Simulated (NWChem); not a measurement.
C2H2F3, doublet; SMILES FC[C](F)F

```xyz
7

F     -1.4588     0.0895     0.9811
C     -1.0314    -0.2038    -0.3178
C      0.4409    -0.0751    -0.4762
F      0.9596     1.1531    -0.3931
F      1.2033    -0.9613     0.1701
H     -1.3248    -1.2462    -0.5656
H     -1.5280     0.4941    -1.0251
```
Atoms are numbered in this order, from 1.

Level: PBE-D3(BJ)/def2-SVP, spin-unrestricted (NWChem), optimised geometry, unscaled harmonic frequencies. 

| frequency (cm⁻¹) | IR intensity (km/mol) |
|---|---|
| 102 | 3.8 |
| 192 | 3.6 |
| 356 | 0.3 |
| 515 | 14.6 |
| 671 | 7.5 |
| 830 | 43.2 |
| 943 | 27.9 |
| 971 | 121.8 |
| 1188 | 49.8 |
| 1295 | 56.1 |
| 1302 | 153.0 |
| 1378 | 31.3 |
| 1402 | 18.2 |
| 2987 | 16.1 |
| 3051 | 13.2 |

```yaml
zero_point_energy: 24.6 kcal/mol
thermal correction to the enthalpy at 298.15 K (with zero-point energy): 28.3 kcal/mol
heat capacity Cv: 15.6 cal/(mol K)
"entropy at 298.15 K and 1 atm (symmetry number 1, electronic part: spin degeneracy alone)": 74.4 cal/(mol K)
dipole_moment: 1.72 D
```

Rigid rotor and harmonic oscillator.
